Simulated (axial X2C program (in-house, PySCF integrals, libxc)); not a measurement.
## NiP at several levels of theory

Computed with an axial X2C code built on PySCF integrals. Spin-free means the one-electron spin-free X2C Hamiltonian; two-component (2c) means X2C with spin–orbit coupling and atomic mean-field two-electron Coulomb and Gaunt terms, so the difference of the two also holds small scalar two-electron terms. Basis: Ni dyall-cv3z [9s9p6d3f2g], P dyall-v3z [8s7p2d1f] (cores contracted in-house); Gaussian nuclei, density fitting, unrestricted open shells. Masses: Ni 57.935 u, P 30.974 u.

Input file and command:
```json
{"zs": [28, 15], "q": 0, "bas": ["dyall-cv3z", "dyall-v3z"], "levels": ["PBE0", "HF", "M06"], "cc": true, "r0": 2.03, "thr": -2.0, "nmax": 90, "npts": 10, "nst": 2, "ntry": 6}
```
```bash
python so2c.py task.json out
```

Keys: zs atomic numbers; q charge; bas basis sets; levels methods; cc coupled cluster on or off; r0 starting distance in Å; thr threshold in hartree for freezing inner shells (an s shell follows its p shell); nmax most natural virtual spinors; npts points on the curve; nst determinants followed; ntry starts of the search. HF also brings MP2.

State, spin-free: M_S = 3/2, Λ = 2 (beyond evenly filled blocks: π+α, π-α, δ+α, δ+β, δ-α); electrons by block: σα: 11, σβ: 11, π+α: 5, π+β: 4, π-α: 5, π-β: 4, δ+α: 1, δ+β: 1, δ-α: 1. Fragments: Ni + P.

State, 2c: Ω = 7/2 (⟨Sz⟩ = 1.50, ⟨Lz⟩ = 2.00 at PBE0); electrons by block: 1/2: 15, -1/2: 16, 3/2: 6, -3/2: 5, 5/2: 1. Fragments: Ni + P.

```csv
Hamiltonian,level,Re (Å),ωe (cm⁻¹),ωexe (cm⁻¹),αe (cm⁻¹),De (eV),D0 (eV),k (mdyn/Å),μ (D)
spin-free,PBE0,2.092,409.7,1.86,0.00121,2.19,2.17,2,-3.06
spin-free,HF,2.260,317.6,1.66,0.00101,-1.03,-1.05,1.2,-4.83
spin-free,MP2,2.054,417.2,1.41,0.00125,2.15,2.13,2.07,n/a
spin-free,CCSD,2.105,387.7,1.66,0.00125,1.60,1.58,1.79,n/a
spin-free,CCSD(T),2.077,413.8,1.91,0.00131,n/a,n/a,2.04,n/a
spin-free,M06,2.099,414.8,1.94,0.0012,2.52,2.50,2.05,-2.36
2c,PBE0,2.093,409.5,1.86,0.00121,n/a,n/a,1.99,-3.06
2c,HF,2.260,317.4,1.66,0.00101,-1.07,-1.09,1.2,-4.83
2c,MP2,2.054,417.2,1.42,0.00125,n/a,n/a,2.07,n/a
2c,CCSD,2.105,387.6,1.67,0.00124,1.56,1.54,1.79,n/a
2c,CCSD(T),2.077,413.8,1.91,0.0013,n/a,n/a,2.04,n/a
2c,M06,2.099,414.7,1.94,0.0012,n/a,n/a,2.04,-2.36
```

Correlated methods: 15 electrons correlated (number of frozen shells: Ni 3 s, 2 p; P 2 s, 1 p), 219 virtual spin orbitals or spinors in MP2, 90 natural virtuals in coupled cluster.

Dipoles are positive if P is the positive end.

The state is a single determinant with fixed occupations, the lowest that a limited PBE0 search found. De is counted from the lowest determinant-based energies of the atoms at the same level, without counterpoise correction. De is not given where an atomic determinant may have missed its ground term or J level, or where the truncated virtual space spoils (T). Density functionals use the spin component along the axis (collinear). CCSD and (T) use frozen natural virtuals with an MP2 correction for the truncation; (T) itself is uncorrected, so its De runs slightly low. Other states lie close and PBE0, whose exact exchange favours high spin, may order them wrongly; the determinant shown need not be the ground state. The nearest other spin-free determinant of the search, M_S = 3/2, Λ = 0, lies 0.06 eV up at the distance of the search. The functionals have no current-density term, which raises determinants with orbital currents, atoms included. With several unpaired electrons one determinant need not be a pure state. A state of lower Ω lies just above, and one determinant can place such states too high, so the state shown need not be the lowest. The search has Ω = 3/2 only 0.11 eV up. Some points did not converge and are left out. The T1 diagnostic is large, a sign of multireference character. The stretched end of a curve changes character and is left out.

Rough cost a point (2c) on 1 thread(s) of a shared host, integrals apart: PBE0 0.7 s, HF 0.5 s, CCSD(T) 10 s, M06 1 s.

The whole task took 4.4 min on 1 thread of Arm Neoverse V1, on a shared host.
